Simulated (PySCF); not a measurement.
# Energy of Ru⁻ (ruthenium, charge -1) between two integer charges

The 5s beta orbital of [Kr] 4d7 5s2 is emptied in steps (occupation f), with all orbitals relaxed, ending at [Kr] 4d7 5s1. All numbers are calculated (PySCF 2.14, a scalar-relativistic core potential, in aug-cc-pVDZ-PP with ECP28MDF (5s5p4d2f, 54 functions)). The exact energy is a straight line in f; departures are measured from the line between the end points of the same method.

```json
{"f": "1", "BHandHLYP (eV)": "0.000", "CAM-B3LYP (eV)": "0.000"}
{"f": "0.9", "BHandHLYP (eV)": "-0.087", "CAM-B3LYP (eV)": "-0.064"}
{"f": "0.7", "BHandHLYP (eV)": "-0.209", "CAM-B3LYP (eV)": "-0.156"}
{"f": "0.5", "BHandHLYP (eV)": "-0.257", "CAM-B3LYP (eV)": "-0.194"}
{"f": "0.3", "BHandHLYP (eV)": "-0.223", "CAM-B3LYP (eV)": "-0.169"}
{"f": "0.1", "BHandHLYP (eV)": "-0.098", "CAM-B3LYP (eV)": "-0.076"}
{"f": "0", "BHandHLYP (eV)": "0.000", "CAM-B3LYP (eV)": "0.000"}
```

Q: For BHandHLYP, how does the orbital energy at f = 1 compare with the removal energy?

A: −ε = -0.200 eV against a total-energy difference of 0.746 eV. By Janak's theorem ε = ∂E/∂f, so the gap between them reflects the curvature. Along the path −ε is -0.038 (f = 0.9), 0.315 (f = 0.7), 0.706 (f = 0.5), 1.135 (f = 0.3), 1.607 (f = 0.1) eV.

```
   method  E(f=0) − E(f=1) (eV)  −ε at f=1 (eV)  −ε at f=0.5 (eV)
BHandHLYP                 0.746          -0.200             0.706
CAM-B3LYP                 0.911           0.212             0.873
```

At f = 1 the orbital energy is positive for BHandHLYP: only the finite basis holds the electron.

Reference removal energy between the ground levels: 1.046 eV (measured; photodetachment measurements, as compiled on the Wikipedia data page of electron affinities). The calculation has no spin-orbit coupling.
